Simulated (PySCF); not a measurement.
**Dipole response of Al²⁺ (aluminium, charge +2)**

[Ne] 3s1, 2S determinant. Computed with PySCF 2.14 in aug-cc-pV(T+d)Z (6s5p4d2f, 55 functions), with the non-relativistic Hamiltonian (point nucleus). Coupled (time-dependent) response in atomic units; α is the mean over directions.

| method | mean α (bohr³) | C₆ (like pair) | S(−4) |
| --- | --- | --- | --- |
| UHF | 15.35 | 43.65 | 266.8 |
| PBE | 13.54 | 36.20 | 209.7 |
| PBE0 | 14.08 | 38.35 | 226.4 |
| wB97M-V | 13.48 | 35.70 | 210.5 |
| revPBE | 14.05 | 38.23 | 226.0 |

S(−4) is the Cauchy moment in α(ω) = α(0) + S(−4) ω² + …

α(iu) at wB97M-V:

| u (hartree) | α(iu) (bohr³) |
| --- | --- |
| 0 | 13.48 |
| 0.0500 | 12.97 |
| 0.100 | 11.66 |
| 0.200 | 8.344 |
| 0.300 | 5.713 |
| 0.500 | 2.946 |
| 0.750 | 1.618 |
| 1.00 | 1.062 |
| 1.50 | 0.6175 |
| 2.00 | 0.4383 |
| 3.00 | 0.2800 |
| 5.00 | 0.1549 |

For an ion, C₆ is the dispersion term alone; charge-induced terms of lower order in 1/R come first.
